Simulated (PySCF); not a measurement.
## Electronic structure of P³⁺ (phosphorus, charge +3) at the M06-2X level

Configuration: [Ne] 3s2, closed-shell 1S. Calculation: PySCF 2.14, in ANO-RCC-VTZP (5s4p2d1f, 34 functions); scalar relativity by spin-free X2C-1e.

* Total energy: -339.8767 hartree
* One-electron energy: -452.8027 hartree
* Hartree (Coulomb) energy: 135.1502 hartree
* Exchange-correlation energy: -22.2242 hartree
* ⟨S²⟩: 0.0000
* ⟨L²⟩: 0.000
* Sum of ⟨r⟩: 7.489 bohr
* Sum of ⟨r²⟩: 8.838 bohr²
* Langevin diamagnetic susceptibility: -7.00 ×10⁻⁶ cm³/mol

| shell | electrons | mean orbital energy (eV) | rms radius, mean of both spins (bohr) |
| --- | --- | --- | --- |
| 1s | 2 | -2171.2 | 0.120 |
| 2s | 2 | -227.37 | 0.562 |
| 2p | 6 | -174.92 | 0.539 |
| 3s | 2 | -48.563 | 1.79 |

Densities and radii are taken from the X2C orbitals without a picture-change correction, which distorts them close to the nucleus.
